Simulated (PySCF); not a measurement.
C10H8, SMILES c1ccc2cccc-2cc1, GFN2-xTB optimised geometry.

```
18

C     -0.18     2.10     0.00
C      1.19     2.35     0.00
C      1.88     1.14     0.00
C      0.95     0.09     0.00
C      1.25    -1.26     0.00
C      0.38    -2.34     0.00
C     -1.00    -2.34     0.00
C     -1.89    -1.27     0.00
C     -1.62     0.09     0.00
C     -0.40     0.72     0.00
H     -0.96     2.85     0.00
H      1.64     3.32     0.00
H      2.94     1.02     0.00
H      2.31    -1.50     0.00
H      0.85    -3.32     0.00
H     -1.46    -3.32     0.00
H     -2.94    -1.54     0.00
H     -2.49     0.74     0.00
```

Density from PBE0/def2-SVP (PySCF 2.14.0) at that geometry.

Minimum of the electron density along straight lines between bonded atoms, close to the bond critical point (lines longer than 1.1 times the sum of covalent radii, or with two minima, are not listed):

| bond | length / Å | ρ at the minimum / e bohr⁻³ | ∇²ρ there / e bohr⁻⁵ | position (fraction from the first atom) |
|---|---|---|---|---|
| C1–C2 | 1.392 | 0.308 | -0.77 | 0.50 |
| C2–C3 | 1.392 | 0.308 | -0.77 | 0.50 |
| C3–C4 | 1.396 | 0.306 | -0.76 | 0.49 |
| C4–C5 | 1.382 | 0.313 | -0.82 | 0.50 |
| C5–C6 | 1.387 | 0.310 | -0.80 | 0.51 |
| C6–C7 | 1.388 | 0.309 | -0.79 | 0.50 |
| C7–C8 | 1.388 | 0.309 | -0.79 | 0.50 |
| C8–C9 | 1.387 | 0.310 | -0.80 | 0.50 |
| C1–C10 | 1.396 | 0.306 | -0.76 | 0.49 |
| C4–C10 | 1.487 | 0.262 | ___ | 0.50 |
| C9–C10 | 1.382 | 0.313 | -0.82 | 0.51 |
| C1–H11 | 1.075 | 0.283 | -1.07 | 0.63 |
| C2–H12 | 1.076 | 0.285 | -1.10 | 0.63 |
| C3–H13 | 1.075 | 0.283 | -1.07 | 0.63 |
| C5–H14 | 1.085 | 0.283 | -1.08 | 0.63 |
| C6–H15 | 1.083 | 0.282 | -1.06 | 0.63 |
| C7–H16 | 1.084 | 0.283 | -1.08 | 0.63 |
| C8–H17 | 1.083 | 0.282 | -1.06 | 0.63 |
| C9–H18 | 1.085 | 0.283 | -1.08 | 0.63 |

### Question
Some entries are withheld; supply them.

### Answer

- C4–C10, ∇²ρ there / e bohr⁻⁵: -0.61
